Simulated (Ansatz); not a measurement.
1-ethyl-3-methylimidazolium hexafluoroantimonate, `CCn1cc[n+](C)c1.[F][Sb-]([F])([F])([F])([F])[F]`. The state is a singlet with charge 0. Geometry PBE-D4/def2-SVP.

```xyz
26

C    -1.760    0.932   -2.730
C    -1.805    0.792   -1.212
N    -1.093   -0.404   -0.733
C    -1.619   -1.674   -0.561
C    -0.606   -2.463   -0.070
N     0.518   -1.660    0.033
C     1.790   -2.021    0.658
C     0.201   -0.420   -0.371
H    -2.309    1.845   -3.034
H    -2.228    0.066   -3.241
H    -0.717    1.030   -3.092
H    -1.332    1.651   -0.696
H    -2.845    0.711   -0.840
H    -2.663   -1.907   -0.789
H    -0.597   -3.516    0.226
H     1.618   -2.215    1.734
H     2.470   -1.155    0.574
H     2.213   -2.915    0.160
H     0.884    0.441   -0.346
F     2.335    3.549    1.761
Sb    1.426    1.883    2.105
F     2.742    1.319    3.400
F     2.483    1.012    0.659
F     0.266    2.670    3.431
F     0.504    0.154    2.302
F     0.124    2.295    0.674
```

In the def2 sets Sb takes a core potential; there is no spin–orbit coupling.

(1) Estimate the orbital energies around the gap (eV) in Ansatz with PBE-D4/def2-SVP, PBE-D4/def2-TZVP, r2SCAN-D4/def2-TZVP, PBE0-D4/def2-SVP, PBE0-D4/def2-TZVP.

Results:

(1) 
| orbital | PBE-D4/def2-SVP | PBE-D4/def2-TZVP | r2SCAN-D4/def2-TZVP | PBE0-D4/def2-SVP | PBE0-D4/def2-TZVP |
| --- | --- | --- | --- | --- | --- |
| HOMO−5 | -7.97 | -8.50 | -9.05 | -10.29 | -10.60 |
| HOMO−4 | -7.95 | -8.37 | -8.65 | -9.93 | -10.24 |
| HOMO−3 | -7.57 | -8.06 | -8.61 | -9.88 | -10.18 |
| HOMO−2 | -7.55 | -8.01 | -8.56 | -9.86 | -10.16 |
| HOMO−1 | -7.50 | -7.99 | -8.54 | -9.67 | -9.66 |
| HOMO | -7.35 | -7.45 | -7.65 | -8.55 | -8.55 |
| LUMO | -2.59 | -2.91 | -2.71 | -1.80 | -1.97 |
| LUMO+1 | -2.12 | -2.26 | -2.10 | -1.16 | -1.27 |
| LUMO+2 | -1.73 | -1.89 | -1.66 | -0.72 | -0.88 |
| LUMO+3 | 0.07 | -0.40 | 0.36 | 0.95 | 0.40 |
| LUMO+4 | 0.52 | 0.02 | 0.75 | 1.41 | 0.86 |
| LUMO+5 | 0.91 | 0.23 | 0.96 | 1.81 | 1.07 |
